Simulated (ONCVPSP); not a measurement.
Before and after: ONCV potential for gold

ONCVPSP 4.0.1 input, shortened (lines: element, Z, core and valence counts, functional; n l f; lmax; l rc ep ncon nbas qcut; lloc lpopt rc5 dvloc0; l nproj debl; icmod fcfact rcfact), PBEsol, scalar-relativistic:

```
  Au 79.00   12    2  -116133      upf
    1    0    2.00
    2    0    2.00
    2    1    6.00
    3    0    2.00
    3    1    6.00
    3    2   10.00
    4    0    2.00
    4    1    6.00
    4    2   10.00
    4    3   14.00
    5    0    2.00
    5    1    6.00
    5    2   10.00
    6    0    1.00
    2
    0    2.05    0.00    4    8    2.90
    1    1.95    0.35    3    7    3.90
    2    2.35    0.00    4    9    5.60
    4    5    1.50   -1.00
    0    2    1.30
    1    2    2.50
    2    1    1.50
    3    3.25    1.75
```

Change: d: rc 3.4.

Cutoffs: the cutoffs (Ha) at which the residual kinetic energy of the hardest occupied pseudo-wave falls to 1 and 0.1 mHa per electron; they do not see the model core or the augmentation charge, which bear on the density cutoff. Errors are all-electron minus pseudo energies relative to the spin-unpolarised reference configuration.

Task: What does the change do?

Result: The potential gets softer (13 Ha and 16 Ha → 10 Ha and 16 Ha); the bound ghosts move from p, s to d, p, s; of the 4 tests that both files solve, the error grows in 3 and shrinks in 1 by more than 15 % and 0.3 meV (median size 121.1 → 144.4 meV). A larger radius leaves more room for a smooth pseudo-wave, so fewer plane waves are needed.

```tsv
quantity	base	changed
cutoff, loose	13 Ha	10 Ha
cutoff, tight	16 Ha	16 Ha
loose cutoff by channel	s 4.8 Ha, d 13 Ha	s 4.8 Ha, d 10 Ha
bound ghosts	s, p	s, p, d
GHOST(+) flags under 300 eV	none	none
error for 5d10 6s0, meV [ΔE 9.44 eV]	-46	-61
error for 5d9 6s0, meV [ΔE 30.68 eV]	-196	-227
error for 5d8 6s0, meV [ΔE 64.59 eV]	-542	-307
error for 5d10 6s0.5, meV [ΔE 3.79 eV]	-9.4	-12
s: phases at 2.09 bohr within 0.05 rad from the reference energy up to (Ha; the scan ends near 5)	3.5	3.5
p: phases at 1.98 bohr within 0.05 rad from the reference energy up to (Ha; the scan ends near 5)	to the end of the scan	to the end of the scan
rms error of d²Exc/dni dnj with the model core, mHa	1.47	1.91
```

Base: The cutoffs count occupied waves only; projector 2 of the p channel, the hardest unoccupied one, needs 46 Ha at the loose tolerance. Changed file: The cutoffs count occupied waves only; projector 2 of the p channel, the hardest unoccupied one, needs 46 Ha at the loose tolerance. A true bound ghost makes a file unfit for plane-wave use even where its test errors are small: the radial tests pick states by their node count and pass the ghost by.
